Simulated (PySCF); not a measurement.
Compound: C6H11NSi2.
Bonds: Si1–N2, N2–Si3, N2–C4, C4–C5 (double), C5–C6, C6–C7 (double), C7–C8, C8–C9 (double), C5–C9. Hydrogens: H10, H11, H12 on Si1; H13, H14, H15 on Si3; H16 on C4; H17 on C6; H18 on C7; H19 on C8; H20 on C9.

NICS = −σ at a ghost point: NICS(0) at the centroid of the ring atoms, NICS(1) 1 Å to either side along the normal of their mean plane, zz for the tensor component along that normal. Level: GIAO PBE0/pcSseg-1 (PySCF, non-relativistic, gas phase) on the GFN2-xTB geometry, one conformer.

Ring bond lengths (Å), with Mayer bond orders in brackets: C5–C6 1.454 (1.13), C6–C7 1.350 (1.66), C7–C8 1.439 (1.18), C8–C9 1.353 (1.68), C9–C5 1.448 (1.13).

Problem. What do the NICS probes read (ppm)?

Solution. 
| ring | type | NICS(0) | NICS(1), two faces | NICS(1)zz, two faces | rms pucker (Å) | centre to ring atoms, mean (Å) |
| --- | --- | --- | --- | --- | --- | --- |
| C5–C6–C7–C8–C9 | 5-membered carbocycle; formal bonds 2 double, 3 single | -5.0 | -7.1 / -7.1 | -14.9 / -14.8 | 0.00 | 1.20 |

Problem. What can be read from them?

Solution. 
- C5–C6–C7–C8–C9: mean NICS(1)zz -14.8 ppm, shielded.

Problem. What does the geometric index give? HOMA = 1 − mean of α(R − Ropt)² over the ring bonds, with Krygowski's 1993 parameters (CC: Ropt 1.388 Å, α 257.7 Å⁻²).

Solution. 
- C5–C6–C7–C8–C9: HOMA 0.32 = 1 − EN − GEO, with mean bond length 1.409 Å, EN = α(Ropt − mean)² = 0.112 and GEO = α × variance = 0.564.

Problem. What are the shieldings of the ring atoms and their hydrogens in the same run (means over atoms taken as equivalent)?

Solution. 
| atoms | environment | σ isotropic (ppm) | principal values of the symmetric part, first atom (ppm) |
| --- | --- | --- | --- |
| C5 | fully substituted alkene carbon | 54.8 | -22.0, 46.2, 140.1 |
| C6 | alkene CH carbon | 54.8 | -40.4, 63.0, 141.8 |
| C7 | alkene CH carbon | 57.4 | -38.2, 55.2, 155.1 |
| C8 | alkene CH carbon | 51.1 | -44.5, 49.6, 148.1 |
| C9 | alkene CH carbon | 68.3 | -30.8, 75.6, 160.0 |
| H17 | vinylic hydrogen | 25.40 | 23.7, 25.1, 27.4 |
| H18 | vinylic hydrogen | 25.15 | 23.4, 24.6, 27.4 |
| H19 | vinylic hydrogen | 24.91 | 23.0, 24.2, 27.6 |
| H20 | vinylic hydrogen | 25.09 | 21.7, 23.9, 29.7 |

The run took 87 s wall on one thread of an Arm Neoverse N1, shared host. This is the whole shielding run at PBE0/pcSseg-1, SCF included.

Shape of the structure used: `[SiH3:1][N:2]([SiH3:3])[CH:4]=[C:5]1[CH:6]=[CH:7][CH:8]=[CH:9]1`: Si1–N2–C4–C5 175°.
